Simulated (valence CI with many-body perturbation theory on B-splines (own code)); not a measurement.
## E1 transitions of Hg⁴⁷⁺

Computed by valence CI with perturbative core correlation (CI+MBPT): five valence electrons over a frozen Dirac-Fock core [Ar] 3d10, radial functions for each j: 9 s, 9 p, 8 d, 6 f, 3 g, 1 h, with the one-electron correlation potential Σ1 (screened to all orders), the two-electron term Σ2, the three-electron term Σ3, Breit, model QED; selected single and double excitations, second order for the rest (own B-spline code, finite nucleus).

The last digits are not significant, and no measured levels were compared; by estimate large intervals hold to a few tenths of a per cent, small ones and those within an open d or f shell to about a per cent. Among the levels kept, up to 370 cm⁻¹ of a level comes from second order outside the variational space, and about a tenth of that is noise between levels of different J, which matters for small intervals.

Lines 151 to 200 of 220 in falling wavelength, among levels below 494.29 eV, chosen from the strongest by gf and those to the six lowest levels. Wavelengths and rates use the calculated energies. Electric multipoles are in the length gauge, E1 and E2 with the static RPA response of the core. Weak lines are less certain than strong ones. Lines between different terms over intervals too small for the method are left out, as are lines whose strength nearly cancels. The highest levels of a list are the least certain.

Levels are named by their leading jj configuration (3d3/2^4 stands for four electrons in 3d with j = 3/2), which in mixed levels can hold well under half, so a name can repeat and another be missing. Letters in brackets count levels of one name in rising energy.

| λ vac (nm) | Upper | Lower | A (s⁻¹) | S (a.u.) with core polarisation | S without |
| --- | --- | --- | --- | --- | --- |
| 5.461 | (4s 4p1/2^2 4p3/2 4d3/2) J=3/2 [b] | (4s^2 4p1/2^2 4d5/2) J=5/2 | 7.14e+09 | 2.30e-03 | 2.42e-03 |
| 5.391 | (4s^2 4p1/2 4p3/2 4d5/2) J=3/2 [b] | (4s^2 4p1/2 4p3/2^2) J=3/2 | 3.55e+09 | 1.10e-03 | 1.16e-03 |
| 5.355 | (4s^2 4p1/2 4p3/2 4d5/2) J=1/2 | (4s^2 4p1/2 4p3/2^2) J=3/2 | 1.25e+11 | 1.89e-02 | 1.99e-02 |
| 5.350 | (4s^2 4p1/2^2 4f5/2) J=5/2 | (4s^2 4p1/2^2 4d3/2) J=3/2 | 1.54e+11 | 6.96e-02 | 7.28e-02 |
| 5.309 | (4s 4p1/2^2 4p3/2 4d5/2) J=3/2 [b] | (4s 4p1/2^2 4p3/2^2) J=5/2 | 5.46e+10 | 1.61e-02 | 1.70e-02 |
| 5.251 | (4s 4p1/2^2 4p3/2 4d5/2) J=5/2 [b] | (4s 4p1/2^2 4p3/2^2) J=5/2 | 6.42e+10 | 2.75e-02 | 2.90e-02 |
| 5.232 | (4s 4p1/2^2 4p3/2 4d3/2) J=5/2 [b] | (4s^2 4p1/2^2 4d5/2) J=5/2 | 2.84e+09 | 1.20e-03 | 1.28e-03 |
| 5.030 | (4s 4p1/2 4p3/2^3) J=3/2 [a] | (4s^2 4p1/2 4p3/2^2) J=1/2 | 2.59e+10 | 6.52e-03 | 6.87e-03 |
| 4.973 | (4s 4p1/2^2 4p3/2 4d3/2) J=5/2 [a] | (4s^2 4p1/2^2 4d3/2) J=3/2 | 7.01e+09 | 2.55e-03 | 2.68e-03 |
| 4.960 | (4s 4p1/2^2 4p3/2 4d3/2) J=3/2 [a] | (4s^2 4p1/2^2 4d3/2) J=3/2 | 1.96e+10 | 4.72e-03 | 4.98e-03 |
| 4.957 | (4s 4p1/2^2 4p3/2 4d3/2) J=1/2 [a] | (4s^2 4p1/2^2 4d3/2) J=3/2 | 1.06e+09 | 1.27e-04 | 1.34e-04 |
| 4.931 | (4s 4p1/2^2 4p3/2 4d5/2) J=5/2 [a] | (4s^2 4p1/2^2 4d5/2) J=5/2 | 1.72e+11 | 6.12e-02 | 6.45e-02 |
| 4.903 | (4s 4p1/2^2 4p3/2^2) J=5/2 | (4s^2 4p1/2^2 4p3/2) J=3/2 | 2.66e+11 | 9.29e-02 | 9.79e-02 |
| 4.877 | (4s 4p1/2 4p3/2^3) J=3/2 [a] | (4s^2 4p1/2 4p3/2^2) J=5/2 | 4.17e+10 | 9.56e-03 | 1.01e-02 |
| 4.815 | (4s 4p1/2^2 4p3/2 4d5/2) J=3/2 [a] | (4s^2 4p1/2^2 4d5/2) J=5/2 | 9.52e+10 | 2.10e-02 | 2.21e-02 |
| 4.798 | (4s 4p1/2^2 4p3/2 4d5/2) J=7/2 [a] | (4s^2 4p1/2^2 4d5/2) J=5/2 | 6.17e+10 | 2.69e-02 | 2.84e-02 |
| 4.763 | (4s 4p1/2 4p3/2^3) J=3/2 [a] | (4s^2 4p1/2 4p3/2^2) J=3/2 | 7.89e+11 | 1.68e-01 | 1.78e-01 |
| 4.709 | (4s 4p1/2 4p3/2^3) J=5/2 | (4s^2 4p1/2 4p3/2^2) J=5/2 | 8.22e+11 | 2.54e-01 | 2.68e-01 |
| 4.688 | (4s 4p1/2^2 4p3/2 4d3/2) J=3/2 [b] | (4s^2 4p1/2^2 4d3/2) J=3/2 | 4.13e+11 | 8.39e-02 | 8.86e-02 |
| 4.657 | (4s 4p1/2^2 4p3/2 4d5/2) J=7/2 [b] | (4s^2 4p1/2^2 4d5/2) J=5/2 | 5.34e+11 | 2.13e-01 | 2.25e-01 |
| 4.641 | (4s 4p1/2 4p3/2^3) J=1/2 | (4s^2 4p1/2 4p3/2^2) J=1/2 | 8.78e+11 | 8.67e-02 | 9.14e-02 |
| 4.622 | (4s 4p1/2 4p3/2^3) J=3/2 [b] | (4s^2 4p1/2 4p3/2^2) J=1/2 | 3.95e+11 | 7.70e-02 | 8.12e-02 |
| 4.609 | (4s 4p1/2^2 4p3/2^2) J=1/2 | (4s^2 4p1/2^2 4p3/2) J=3/2 | 4.52e+11 | 4.37e-02 | 4.61e-02 |
| 4.603 | (4s 4p1/2 4p3/2^3) J=5/2 | (4s^2 4p1/2 4p3/2^2) J=3/2 | 6.20e+09 | 1.79e-03 | 1.89e-03 |
| 4.575 | (4s 4p1/2^2 4p3/2^2) J=3/2 | (4s^2 4p1/2^2 4p3/2) J=3/2 | 8.79e+11 | 1.66e-01 | 1.75e-01 |
| 4.545 | (4s 4p1/2^2 4p3/2 4d3/2) J=1/2 [b] | (4s^2 4p1/2^2 4d3/2) J=3/2 | 7.86e+11 | 7.29e-02 | 7.69e-02 |
| 4.536 | (4s 4p1/2^2 4p3/2 4d5/2) J=3/2 [b] | (4s^2 4p1/2^2 4d5/2) J=5/2 | 5.16e+11 | 9.50e-02 | 1.00e-01 |
| 4.518 | (4s 4p1/2^2 4p3/2 4d3/2) J=5/2 [b] | (4s^2 4p1/2^2 4d3/2) J=3/2 | 1.18e+12 | 3.21e-01 | 3.38e-01 |
| 4.493 | (4s 4p1/2 4p3/2^3) J=3/2 [b] | (4s^2 4p1/2 4p3/2^2) J=5/2 | 1.27e+12 | 2.27e-01 | 2.39e-01 |
| 4.493 | (4s 4p1/2^2 4p3/2 4d5/2) J=5/2 [b] | (4s^2 4p1/2^2 4d5/2) J=5/2 | 4.37e+11 | 1.17e-01 | 1.24e-01 |
| 4.423 | (4s^2 4p1/2 4d3/2^2) J=5/2 | (4s^2 4p1/2^2 4d5/2) J=5/2 | 1.08e+10 | 2.78e-03 | 2.93e-03 |
| 4.413 | (4s 4p1/2 4p3/2^3) J=1/2 | (4s^2 4p1/2 4p3/2^2) J=3/2 | 8.62e+11 | 7.32e-02 | 7.72e-02 |
| 4.396 | (4s 4p1/2 4p3/2^3) J=3/2 [b] | (4s^2 4p1/2 4p3/2^2) J=3/2 | 1.27e+10 | 2.13e-03 | 2.24e-03 |
| 4.292 | (4s 4p1/2^2 4p3/2 4d5/2) J=5/2 [a] | (4s^2 4p1/2^2 4d3/2) J=3/2 | 4.99e+08 | 1.17e-04 | 1.23e-04 |
| 4.203 | (4s 4p1/2^2 4p3/2 4d5/2) J=3/2 [a] | (4s^2 4p1/2^2 4d3/2) J=3/2 | 1.93e+10 | 2.82e-03 | 2.98e-03 |
| 4.028 | (4s 4p1/2^2 4p3/2 4d5/2) J=1/2 | (4s^2 4p1/2^2 4d3/2) J=3/2 | 9.90e+09 | 6.38e-04 | 6.72e-04 |
| 3.989 | (4s 4p1/2^2 4p3/2 4d5/2) J=3/2 [b] | (4s^2 4p1/2^2 4d3/2) J=3/2 | 6.85e+07 | 8.58e-06 | 9.28e-06 |
| 3.964 | (4s^2 4p1/2 4p3/2 4d3/2) J=5/2 [a] | (4s^2 4p1/2^2 4p3/2) J=3/2 | 3.25e+09 | 5.99e-04 | 6.31e-04 |
| 3.957 | (4s^2 4p1/2 4p3/2 4d3/2) J=3/2 [a] | (4s^2 4p1/2^2 4p3/2) J=3/2 | 8.92e+10 | 1.09e-02 | 1.15e-02 |
| 3.956 | (4s 4p1/2^2 4p3/2 4d5/2) J=5/2 [b] | (4s^2 4p1/2^2 4d3/2) J=3/2 | 6.86e+09 | 1.26e-03 | 1.33e-03 |
| 3.954 | (4s^2 4p1/2 4p3/2 4d3/2) J=1/2 [a] | (4s^2 4p1/2^2 4p3/2) J=3/2 | 3.19e+09 | 1.95e-04 | 2.06e-04 |
| 3.902 | (4s^2 4p1/2 4d3/2^2) J=5/2 | (4s^2 4p1/2^2 4d3/2) J=3/2 | 9.83e+11 | 1.73e-01 | 1.82e-01 |
| 3.866 | (4s^2 4p3/2^2 4d3/2) J=3/2 [a] | (4s^2 4p1/2 4p3/2^2) J=1/2 | 1.67e+11 | 1.91e-02 | 2.01e-02 |
| 3.853 | (4s^2 4p3/2^2 4d3/2) J=1/2 | (4s^2 4p1/2 4p3/2^2) J=1/2 | 3.63e+10 | 2.05e-03 | 2.17e-03 |
| 3.776 | (4s^2 4p3/2^2 4d3/2) J=3/2 [a] | (4s^2 4p1/2 4p3/2^2) J=5/2 | 6.24e+11 | 6.63e-02 | 7.00e-02 |
| 3.765 | (4s^2 4p3/2^2 4d3/2) J=5/2 | (4s^2 4p1/2 4p3/2^2) J=5/2 | 1.23e+12 | 1.95e-01 | 2.06e-01 |
| 3.744 | (4s^2 4p3/2^2 4d3/2) J=7/2 | (4s^2 4p1/2 4p3/2^2) J=5/2 | 1.91e+12 | 3.97e-01 | 4.19e-01 |
| 3.724 | (4s^2 4p3/2^2 4d3/2) J=3/2 [b] | (4s^2 4p1/2 4p3/2^2) J=1/2 | 1.95e+12 | 1.99e-01 | 2.10e-01 |
| 3.707 | (4s^2 4p3/2^2 4d3/2) J=3/2 [a] | (4s^2 4p1/2 4p3/2^2) J=3/2 | 1.77e+12 | 1.78e-01 | 1.88e-01 |
| 3.698 | (4s^2 4p1/2 4p3/2 4d3/2) J=5/2 [b] | (4s^2 4p1/2^2 4p3/2) J=3/2 | 2.48e+12 | 3.72e-01 | 3.92e-01 |
